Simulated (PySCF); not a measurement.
C3H5O, SMILES C(C)([CH2])=O, doublet (B3LYP/def2-SVP optimised geometry):

```
9

C      1.332     0.436     0.000
C     -0.113     0.436     0.000
C     -0.832    -0.905     0.000
O     -0.737     1.499     0.000
H      1.916    -0.488     0.000
H      1.849     1.399     0.000
H     -0.556    -1.497    -0.888
H     -1.916    -0.735     0.001
H     -0.554    -1.499     0.886
```

Computed with unrestricted B3LYP/def2-TZVP (PySCF).

Q: What are the frontier orbital energies (α orbitals alone; a β orbital can be the lowest empty one) and the dipole moment?

A: HOMO-2 -10.42 eV, HOMO-1 -7.31 eV, HOMO -7.30 eV, LUMO -0.06 eV, LUMO+1 0.90 eV; dipole moment 3.07 D.

Meta-Löwdin charges at B3LYP/def2-TZVP: C1 -0.21, C2 0.34, C3 -0.37, O4 -0.41, H5 0.13, H6 0.14, H7 0.13, H8 0.13, H9 0.13.
